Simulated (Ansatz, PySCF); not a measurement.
Mg(iPr)(OH) (C3H8MgO), SMILES C[CH]([Mg][OH])C. Atoms are numbered in the order given.

```xyz
13

Mg     0.0302     0.9673     0.6280
C     -0.2804    -0.4496    -0.9187
C     -0.5962    -1.8544    -0.3880
C      0.8801    -0.5043    -1.9214
H     -1.1763    -0.0969    -1.4707
H     -0.7934    -2.5686    -1.2141
H      0.2442    -2.2796     0.1905
H     -1.4828    -1.8760     0.2692
H      1.0835     0.4710    -2.3965
H      0.6776    -1.2233    -2.7420
H      1.8229    -0.8358    -1.4493
O      0.2797     2.1579     1.9167
H      0.4309     2.7875     2.6162
```

Geometry: r2SCAN-D4/def2-SVP. Other conformers were not sampled.

Two levels are set side by side: PBE-D3(BJ)/def2-SVP (Ansatz, a first-principles code) and r2SCAN-D4/def2-SVP (Ansatz). Each level has its own optimised geometry; the coordinates shown are those of the second. Frequencies come from the Hessian of PySCF at each geometry. Differences are taken from unrounded values.

```json
[
 {"quantity": "mean bond length (Å)", "r2SCAN-D4": "1.305", "PBE-D3(BJ)": "1.313", "PBE-D3(BJ) minus r2SCAN-D4": "0.008"},
 {"quantity": "bond Mg1–C2 (Å)", "r2SCAN-D4": "2.120", "PBE-D3(BJ)": "2.129", "PBE-D3(BJ) minus r2SCAN-D4": "0.008"},
 {"quantity": "bond Mg1–O12 (Å)", "r2SCAN-D4": "1.772", "PBE-D3(BJ)": "1.798", "PBE-D3(BJ) minus r2SCAN-D4": "0.026"},
 {"quantity": "bond C2–C3 (Å)", "r2SCAN-D4": "1.535", "PBE-D3(BJ)": "1.537", "PBE-D3(BJ) minus r2SCAN-D4": "0.002"},
 {"quantity": "bond C2–C4 (Å)", "r2SCAN-D4": "1.535", "PBE-D3(BJ)": "1.537", "PBE-D3(BJ) minus r2SCAN-D4": "0.002"},
 {"quantity": "bond C2–H5 (Å)", "r2SCAN-D4": "1.110", "PBE-D3(BJ)": "1.115", "PBE-D3(BJ) minus r2SCAN-D4": "0.005"},
 {"quantity": "bond C3–H6 (Å)", "r2SCAN-D4": "1.110", "PBE-D3(BJ)": "1.117", "PBE-D3(BJ) minus r2SCAN-D4": "0.007"},
 {"quantity": "bond C3–H7 (Å)", "r2SCAN-D4": "1.105", "PBE-D3(BJ)": "1.112", "PBE-D3(BJ) minus r2SCAN-D4": "0.007"},
 {"quantity": "bond C3–H8 (Å)", "r2SCAN-D4": "1.104", "PBE-D3(BJ)": "1.111", "PBE-D3(BJ) minus r2SCAN-D4": "0.007"},
 {"quantity": "bond C4–H9 (Å)", "r2SCAN-D4": "1.104", "PBE-D3(BJ)": "1.111", "PBE-D3(BJ) minus r2SCAN-D4": "0.007"},
 {"quantity": "bond C4–H10 (Å)", "r2SCAN-D4": "1.110", "PBE-D3(BJ)": "1.117", "PBE-D3(BJ) minus r2SCAN-D4": "0.007"},
 {"quantity": "bond C4–H11 (Å)", "r2SCAN-D4": "1.105", "PBE-D3(BJ)": "1.112", "PBE-D3(BJ) minus r2SCAN-D4": "0.007"},
 {"quantity": "bond O12–H13 (Å)", "r2SCAN-D4": "0.953", "PBE-D3(BJ)": "0.963", "PBE-D3(BJ) minus r2SCAN-D4": "0.010"},
 {"quantity": "highest harmonic wavenumber (cm⁻¹)", "r2SCAN-D4": "4051", "PBE-D3(BJ)": "3905", "PBE-D3(BJ) minus r2SCAN-D4": "-145"},
 {"quantity": "mean harmonic wavenumber (cm⁻¹)", "r2SCAN-D4": "1378", "PBE-D3(BJ)": "1339", "PBE-D3(BJ) minus r2SCAN-D4": "-39"},
 {"quantity": "zero-point energy (kcal/mol)", "r2SCAN-D4": "65.01", "PBE-D3(BJ)": "63.18", "PBE-D3(BJ) minus r2SCAN-D4": "-1.83"}
]
```
